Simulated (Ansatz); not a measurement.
In5P4H16⁻, a cluster cut from zinc blende InP (hydrogen-capped), relaxed as a singlet with RKS PBE0-D4/def2-SVP in Ansatz, starting from the GFN2-xTB geometry. Force threshold 0.03 eV/Å.

In the def2 sets In takes a core potential; there is no spin–orbit coupling.

Start:

```xyz
25

P    -1.787   -0.037   -1.342
P    -0.808    2.173    1.668
P     0.482   -2.814    0.070
P     2.103    0.659   -0.358
In   -1.899   -2.573   -0.986
In   -2.960    1.510    0.333
In    0.434    0.862   -2.327
In    1.796    2.364    1.533
In    2.856   -1.723    0.225
H    -2.598    0.113   -2.458
H    -0.710    0.883    2.190
H    -1.200    2.706    2.892
H     0.522   -4.031    0.741
H     0.073   -2.125    1.212
H     3.237    1.160   -0.983
H    -2.947   -2.989    0.303
H    -2.048   -3.371   -2.490
H    -3.877    0.631    1.482
H    -3.659    2.838   -0.484
H     0.227    2.524   -2.652
H     0.928   -0.229   -3.542
H     2.326    3.907    1.019
H     2.321    1.747    3.041
H     3.932   -2.304   -0.968
H     3.253   -1.881    1.884
```

```csv
step,energy (eV),largest force component (eV/Å),SCF passes
1,-63263.7180,0.646,14
2,-63263.9388,0.311,18
3,-63264.0672,0.057,17
4,-63264.1277,0.075,17
5,-63264.1494,0.068,17
6 (rejected),-63264.1430,0.146,18
7,-63264.1607,0.017,17
8,-63264.1635,0.018,16
9,-63264.1638,0.026,17
```

Force components are those of the run's own axes.

End:

Cartesian coordinates in Å:
```
P -1.7059 0.0386 -1.5030
P -0.7755 1.5816 1.9598
P 0.2877 -2.5392 0.6389
P 2.0883 0.7151 -0.5445
In -1.7881 -2.4804 -0.9887
In -2.8213 1.5012 0.2953
In 0.4817 0.9542 -2.5813
In 1.7053 2.3117 1.4356
In 2.7337 -1.6727 0.1618
H -2.6444 0.1399 -2.5707
H -0.7208 0.3324 2.6351
H -1.1944 2.3536 3.0789
H 0.4146 -3.8843 1.0841
H -0.1244 -1.9935 1.8847
H 3.3230 1.2006 -1.0650
H -3.1706 -2.9003 -0.0121
H -1.3073 -3.4446 -2.3566
H -4.0860 0.6467 1.1388
H -3.0253 3.1484 -0.2318
H 0.2639 2.6530 -2.9074
H 0.9942 -0.1649 -3.8161
H 1.5807 3.9708 0.9220
H 2.6447 1.8545 2.8323
H 3.2853 -2.6256 -1.1872
H 3.5610 -1.6968 1.6970
```

By distances, no bond broke or formed. The bond that changes most is In7–H21, from 1.71 to 1.74 Å (atoms count from 1).

The force fell under the threshold at step 7, but the optimiser went on and released 0.003 eV more. No frequencies were taken in this run, so the end may be a saddle point.

Run time 3.1 min (4 threads of Arm Neoverse V2 on a shared host), peak host memory 1.7 GiB.
